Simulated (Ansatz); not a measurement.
Isolated molecules relaxed with PBE0-D4/def2-TZVP in Ansatz; ΔE leaves out vibrations. CBS: MP2 limit from def2 TZ/QZ plus the TZ coupled-cluster correction, frozen cores. DFT in def2-TZVPP. B3LYP here is the variant with VWN-RPA as its local correlation; programs differ in this. Each species was taken in one conformer, which may not be the lowest.

Consider the ligand exchange at the Si–N bond: `BN([SiH3])[SiH2]Cl` + `CCS` → `CCS[SiH2]Cl` + `BN[SiH3]`.

```json
{"level": "PBE-D4", "ΔE (kJ/mol)": "-22.8", "difference from CCSD(T)/CBS": "-12.9"}
{"level": "r2SCAN-D4", "ΔE (kJ/mol)": "-16.7", "difference from CCSD(T)/CBS": "-6.8"}
{"level": "PBE0-D4", "ΔE (kJ/mol)": "-18.5", "difference from CCSD(T)/CBS": "-8.6"}
{"level": "B3LYP-D4", "ΔE (kJ/mol)": "-12.4", "difference from CCSD(T)/CBS": "-2.5"}
{"level": "ωB97X-V", "ΔE (kJ/mol)": "-11.0", "difference from CCSD(T)/CBS": "-1.1"}
{"level": "ωB97M-V", "ΔE (kJ/mol)": "-10.6", "difference from CCSD(T)/CBS": "-0.7"}
{"level": "B2PLYP", "ΔE (kJ/mol)": "-11.5", "difference from CCSD(T)/CBS": "-1.6"}
{"level": "PBE", "ΔE (kJ/mol)": "-24.1", "difference from CCSD(T)/CBS": "-14.2"}
{"level": "r2SCAN", "ΔE (kJ/mol)": "-16.9", "difference from CCSD(T)/CBS": "-7.0"}
{"level": "PBE0", "ΔE (kJ/mol)": "-19.6", "difference from CCSD(T)/CBS": "-9.7"}
{"level": "B3LYP", "ΔE (kJ/mol)": "-14.5", "difference from CCSD(T)/CBS": "-4.6"}
{"level": "HF/def2-TZVPP", "ΔE (kJ/mol)": "-2.0", "difference from CCSD(T)/CBS": "7.9"}
{"level": "MP2/def2-TZVPP", "ΔE (kJ/mol)": "-8.6", "difference from CCSD(T)/CBS": "1.3"}
{"level": "SCS-MP2/def2-TZVPP", "ΔE (kJ/mol)": "-5.5", "difference from CCSD(T)/CBS": "4.4"}
{"level": "CCSD/def2-TZVPP", "ΔE (kJ/mol)": "-4.7", "difference from CCSD(T)/CBS": "5.2"}
{"level": "CCSD(T)/def2-TZVPP", "ΔE (kJ/mol)": "-6.4", "difference from CCSD(T)/CBS": "3.5"}
{"level": "HF/def2-QZVPP", "ΔE (kJ/mol)": "-0.6", "difference from CCSD(T)/CBS": "9.3"}
{"level": "MP2/def2-QZVPP", "ΔE (kJ/mol)": "-10.0", "difference from CCSD(T)/CBS": "-0.1"}
{"level": "SCS-MP2/def2-QZVPP", "ΔE (kJ/mol)": "-7.1", "difference from CCSD(T)/CBS": "2.8"}
{"level": "HF/CBS(def2)", "ΔE (kJ/mol)": "-0.4", "difference from CCSD(T)/CBS": "9.5"}
{"level": "MP2/CBS(def2)", "ΔE (kJ/mol)": "-12.0", "difference from CCSD(T)/CBS": "-2.1"}
{"level": "CCSD/CBS(def2)", "ΔE (kJ/mol)": "-8.1", "difference from CCSD(T)/CBS": "1.8"}
{"level": "CCSD(T)/CBS", "ΔE (kJ/mol)": "-9.9", "difference from CCSD(T)/CBS": "0"}
```

Largest T1 diagnostic among the species: 0.012.

In def2-TZVPP, CCSD(T) changes the Hartree–Fock value by −4.4 kJ/mol (the triples alone add −1.8 kJ/mol) and MP2 by −6.5 kJ/mol. From PBE to PBE0 (25 % exact exchange), in def2-TZVPP and without D4, ΔE moves by +4.5 kJ/mol.
